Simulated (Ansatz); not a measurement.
`C=C(N)Br`, 8 atoms. Charge 0, multiplicity 1. Correlated methods include outer-core shells of Br, which these sets cover unevenly. Scalar relativity is left out up to krypton. All runs use 2 threads of an Arm Neoverse V1 on a shared host. Correlated methods freeze the cores.

Question: Give the basis size and wall time and peak host memory of each of these runs in Ansatz. RHF-MP2/def2-QZVPP energy; RKS PBE0-D4/def2-TZVP frequencies; direct RPA on PBE orbitals/def2-TZVPP energy; RKS CAM-B3LYP-D4/def2-TZVPP energy; RKS PBE0-D4/def2-TZVP relaxation (8 steps); RKS BLYP-D4/def2-TZVPP energy; RHF-CCSD(T)/def2-TZVPP energy; RKS ωB97M-V/def2-SVP energy; RKS ωB97M-V/def2-QZVPP energy; RKS BHLYP-D4/def2-TZVPP energy; RKS HSE06 (plane-wave form)-D4/def2-TZVPP energy; RKS PBE0-D4/def2-QZVPP energy. (Estimate.)

Answer: The calculation gave: Other jobs shared the machine, so times are rough.

```json
{"level": "RKS BLYP-D4/def2-TZVPP", "job": "energy", "functions": "197", "wall time": "2.7 s", "peak host memory (GiB)": "0.22"}
{"level": "RKS BHLYP-D4/def2-TZVPP", "job": "energy", "functions": "197", "wall time": "4.2 s", "peak host memory (GiB)": "0.44"}
{"level": "RKS HSE06 (plane-wave form)-D4/def2-TZVPP", "job": "energy", "functions": "197", "wall time": "4.4 s", "peak host memory (GiB)": "0.44"}
{"level": "RKS CAM-B3LYP-D4/def2-TZVPP", "job": "energy", "functions": "197", "wall time": "4.7 s", "peak host memory (GiB)": "0.47"}
{"level": "RKS ωB97M-V/def2-SVP", "job": "energy", "functions": "94", "wall time": "7 s", "peak host memory (GiB)": "0.41"}
{"level": "direct RPA on PBE orbitals/def2-TZVPP", "job": "energy", "functions": "197", "wall time": "7.5 s", "peak host memory (GiB)": "0.43"}
{"level": "RKS PBE0-D4/def2-QZVPP", "job": "energy", "functions": "380", "wall time": "12 s", "peak host memory (GiB)": "1"}
{"level": "RKS ωB97M-V/def2-QZVPP", "job": "energy", "functions": "380", "wall time": "28 s", "peak host memory (GiB)": "1.2"}
{"level": "RHF-MP2/def2-QZVPP", "job": "energy", "functions": "380", "wall time": "30 s", "peak host memory (GiB)": "1.8"}
{"level": "RKS PBE0-D4/def2-TZVP", "job": "relaxation (8 steps)", "functions": "165", "wall time": "41 s", "peak host memory (GiB)": "0.37"}
{"level": "RHF-CCSD(T)/def2-TZVPP", "job": "energy", "functions": "197", "wall time": "2.6 min", "peak host memory (GiB)": "2.5"}
{"level": "RKS PBE0-D4/def2-TZVP", "job": "frequencies", "functions": "165", "wall time": "2.6 min", "peak host memory (GiB)": "0.41"}
```
